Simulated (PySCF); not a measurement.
Does the answer move with the share of exact exchange?

C3H8BFSi.
InChI=1S/C3H8BFSi/c4-6-1-3(5)2-6/h3,6H,1-2,4H2/t3-,6+

PySCF, def2-SVPD basis, density fitting, gas phase, PBE0-D3(BJ)/def2-SVP geometry; singlet excitations by full TDDFT with frozen cores, triplets by Tamm–Dancoff TDDFT and ionisation energies by ΔSCF, from the lowest of the holes tried. One functional is left out:

```tsv
functional	exact exchange (%)	HOMO energy (eV)	LUMO energy (eV)	lowest singlet excitation (eV)	lowest triplet excitation (eV)	dipole moment (D)	mean polarisability (au)	vertical ionisation energy (eV)
LDA	0	-6.90	-3.96	3.17	2.71	1.515	85.5	9.68
PBE	0	-6.79	-3.69	3.30	2.72	1.489	84.0	9.54
B3LYP	20	-7.85	-2.95	3.77	3.07	1.873	79.9	9.92
BHandHLYP	50	-9.23	-1.73	4.12	3.28	2.175	75.7	10.19
```

Question: Predict the row of PBE0 (25 % exact exchange) by straight lines through the other rows, and check it.

Answer: 
```json
{"property": "HOMO energy (eV)", "line": "-8.05", "computed": "-8.05", "computed − line": "0.00", "B3LYP (20 %), for comparison": "-7.85"}
{"property": "LUMO energy (eV)", "line": "-2.77", "computed": "-2.75", "computed − line": "+0.02", "B3LYP (20 %), for comparison": "-2.95"}
{"property": "lowest singlet excitation (eV)", "line": "3.72", "computed": "3.82", "computed − line": "+0.10", "B3LYP (20 %), for comparison": "3.77"}
{"property": "lowest triplet excitation (eV)", "line": "3.03", "computed": "2.99", "computed − line": "-0.04", "B3LYP (20 %), for comparison": "3.07"}
{"property": "dipole moment (D)", "line": "1.865", "computed": "1.825", "computed − line": "-0.040", "B3LYP (20 %), for comparison": "1.873"}
{"property": "mean polarisability (au)", "line": "79.9", "computed": "79.1", "computed − line": "-0.8", "B3LYP (20 %), for comparison": "79.9"}
{"property": "vertical ionisation energy (eV)", "line": "9.92", "computed": "9.94", "computed − line": "+0.02", "B3LYP (20 %), for comparison": "9.92"}
```
